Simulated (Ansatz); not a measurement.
Ansatz (a quantum-chemistry and plane-wave program) input (CCSD(T)/6-31G):

Ansatz 0.2 input:
```yaml
crystal:
  periodic: [false, false, false]
  atoms:
    - {symbol: Cu, position_ang: [-0.00049094, -0.00171046, -0.00106269]}
    - {symbol: O, position_ang: [1.36943429, 0.17075012, -1.08278617]}
    - {symbol: H, position_ang: [1.94534868, 0.92954787, -0.93379313]}
    - {symbol: O, position_ang: [-1.41201383, -0.31909867, 0.99061837]}
    - {symbol: H, position_ang: [-1.59047506, 0.30684382, 1.70195367]}
basis:
  gaussian:
    orbitals: 6-31G
magnetization: {spin_polarized: true, initial_magnetization: 1}
correlation: {method: ccsd_t, electrons: outside_noble_gas}
```

End of the output:

```
mean field -48695.72991058 eV, -1789.5350670627 hartree, gradient 9.5e-7 eV, S^2 0.758265; 14 other end points of the search recorded, 0 dependent functions left out
determinant -48695.72991058 eV, -1789.5350670627 hartree, with singles and doubles -48707.39679121 eV, -1789.9638170177 hartree
determinant -48695.55658460 eV, -1789.5286974504 hartree, with singles and doubles -48707.59257012 eV, -1789.9710117598 hartree
determinant -48695.25811541 eV, -1789.5177289100 hartree, with singles and doubles -48707.02039646 eV, -1789.9499847655 hartree
determinant -48694.94252368 eV, -1789.5061311278 hartree, with singles and doubles -48706.70285766 eV, -1789.9383154302 hartree
determinant -48694.93841946 eV, -1789.5059803003 hartree, with singles and doubles -48706.69723892 eV, -1789.9381089452 hartree
determinant -48695.72991058 eV, -1789.5350670627 hartree, with singles and doubles -48707.41219333 eV, -1789.9643830353 hartree
determinant -48695.55658460 eV, -1789.5286974504 hartree, with singles and doubles -48707.63202265 eV, -1789.9724616135 hartree
11 core orbitals not correlated
reference -48695.55658460 eV, -1789.5286974504 hartree; 13, 12 occupied and 27, 28 virtual orbitals, 507 factors
second order -12.11457848 eV of doubles, -0.00000000 eV of singles
coupled cluster: 0.13 GiB planned
cycle   1  -12.07544158 eV  change   -3.5e-6 eV  update   3.7e-6
perturbative correction -0.27477763 eV, -0.0100978917 hartree
Total energy: -48707.90680382 eV, -1789.9825596352 hartree
```

The spin state was set by rule; other spins were not relaxed.
